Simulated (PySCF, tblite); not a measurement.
Isomers of C3H11FSi3. Method: GFN2-xTB as coded in tblite; computed harmonic values from a numerical Hessian at the method's own geometry, unscaled. Against measured fundamentals such values can be off by several per cent, at times by over 20. Modes of hydrogen on silicon can be 10 to 20 % off. One conformer each.

Electronic energies: PBE0/pcSseg-1 single points on the GFN2-xTB geometries (PySCF, gas phase).

```json
{"SMILES": "C=C(C)[Si@@H](F)[SiH2][SiH3]", "electronic energy, lowest = 0 (kcal/mol)": "0.0"}
{"SMILES": "C[SiH2][SiH2]/C([SiH3])=C\\F", "electronic energy, lowest = 0 (kcal/mol)": "32.4"}
{"SMILES": "F[C@H]1[SiH2]CC[SiH2][SiH2]1", "electronic energy, lowest = 0 (kcal/mol)": "21.2"}
```

Question: How do GFN2-xTB zero-point energies change the relative energies?

Answer: 
| SMILES | ZPE (kcal/mol) | of it from modes above 1550 cm⁻¹ | electronic (kcal/mol) | with ZPE, lowest = 0 (kcal/mol) | lowest mode (cm⁻¹) | rings |
| --- | --- | --- | --- | --- | --- | --- |
| C=C(C)[Si@@H](F)[SiH2][SiH3] | 75.4 | 43.0 | 0.0 | 0.0 | 12i | 0 |
| F[C@H]1[SiH2]CC[SiH2][SiH2]1 | 77.0 | 40.0 | 21.2 | 22.8 | 60 | 1 |
| C[SiH2][SiH2]/C([SiH3])=C\F | 73.3 | 41.9 | 32.4 | 30.3 | 18 | 0 |

The zero-point energies span 3.7 kcal/mol, from `C[SiH2][SiH2]/C([SiH3])=C\F` to `F[C@H]1[SiH2]CC[SiH2][SiH2]1`. Slightly imaginary modes are left out of the zero-point energy: `C=C(C)[Si@@H](F)[SiH2][SiH3]` 12.1i cm⁻¹. The order is unchanged.

Question: And how do the electronic energies of GFN2-xTB itself compare?

Answer: `C=C(C)[Si@@H](F)[SiH2][SiH3]` 0.0; `F[C@H]1[SiH2]CC[SiH2][SiH2]1` 25.6; `C[SiH2][SiH2]/C([SiH3])=C\F` 36.9 kcal/mol, lowest = 0. Against the energies above, taken from the same isomer `C=C(C)[Si@@H](F)[SiH2][SiH3]`, the largest difference is 4.5 kcal/mol.
